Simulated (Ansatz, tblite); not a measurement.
Spin states of Nb3H3Se9, each relaxed with PBE-D4/def2-SVP in Ansatz. Electronic energies in the gas phase.

In the def2 sets Nb takes a core potential; there is no spin–orbit coupling. The xTB rows come from tblite. Correlated methods freeze 81 core orbitals; core or outer-core shells of Nb, Se are correlated, in sets that lack core-valence functions. The rows differ in basis, and correlated rows in double-zeta sets carry the largest basis error. Single mean-field runs in def2-TZVP are fitted with def2-universal-jkfit.

Singlet geometry:

```xyz
15

Nb    1.478    0.266    0.646
Nb   -0.764   -1.503    0.360
Nb   -1.087    1.542   -0.966
Se    3.920   -0.023    1.108
Se    0.347    2.586    0.737
Se    1.127    0.853   -2.040
Se   -0.007   -0.485    2.503
Se    1.554   -2.046   -0.404
Se   -2.748    0.154    0.242
Se   -0.813   -0.600   -2.312
Se   -1.385   -3.811    1.128
Se   -2.188    3.533   -2.006
H     3.871    1.297    1.821
H    -0.114   -4.319    1.706
H    -3.193    2.554   -2.524
```

Triplet geometry:

Cartesian coordinates in Å:
```
Nb -0.583 -0.801 -1.470
Nb 1.390 0.924 -0.283
Nb -0.959 0.009 1.658
Se -1.111 -1.999 -3.607
Se -2.726 -0.388 -0.068
Se -0.275 -2.302 0.820
Se -0.419 1.686 -1.820
Se 1.905 -1.221 -1.532
Se 0.207 2.193 1.676
Se 1.435 -0.858 1.833
Se 3.364 2.457 -0.451
Se -2.183 -0.308 3.827
H -2.550 -2.005 -3.205
H 3.653 2.074 -1.864
H -1.147 0.538 4.486
```

⟨S²⟩: triplet 2.04 at PBE0-D4/def2-TZVP (pure 2.00).

Run but left out: HF/def2-SVP, MP2/def2-SVP (singlet: restricted singlet, unstable towards broken spin symmetry); PBE-QIDH/def2-TZVP (singlet: restricted singlet, unstable in another Hartree–Fock run and untested here).

Only these spin states were relaxed. Higher spins weren't run and may lie lower.

```json
{"level": "GFN1-xTB", "triplet − singlet (kJ/mol)": "45.8", "lowest of these": "singlet", "remarks": "–"}
{"level": "GFN2-xTB", "triplet − singlet (kJ/mol)": "20.8", "lowest of these": "singlet", "remarks": "–"}
{"level": "PBE-D4/def2-TZVP", "triplet − singlet (kJ/mol)": "52.5", "lowest of these": "singlet", "remarks": "restricted SCF unstable in HF (singlet)"}
{"level": "BLYP-D4/def2-TZVP", "triplet − singlet (kJ/mol)": "54.1", "lowest of these": "singlet", "remarks": "restricted SCF unstable in HF (singlet)"}
{"level": "r2SCAN-D4/def2-TZVP", "triplet − singlet (kJ/mol)": "48.7", "lowest of these": "singlet", "remarks": "restricted SCF unstable in HF (singlet)"}
{"level": "PBE0-D4/def2-TZVP", "triplet − singlet (kJ/mol)": "54.6", "lowest of these": "singlet", "remarks": "restricted SCF unstable in HF (singlet)"}
{"level": "r2SCAN0-D4/def2-TZVP", "triplet − singlet (kJ/mol)": "49.7", "lowest of these": "singlet", "remarks": "restricted SCF unstable in HF (singlet)"}
{"level": "RPA@PBE/def2-SVP", "triplet − singlet (kJ/mol)": "53.6", "lowest of these": "singlet", "remarks": "–"}
```

The xTB methods have no spin-polarisation term.
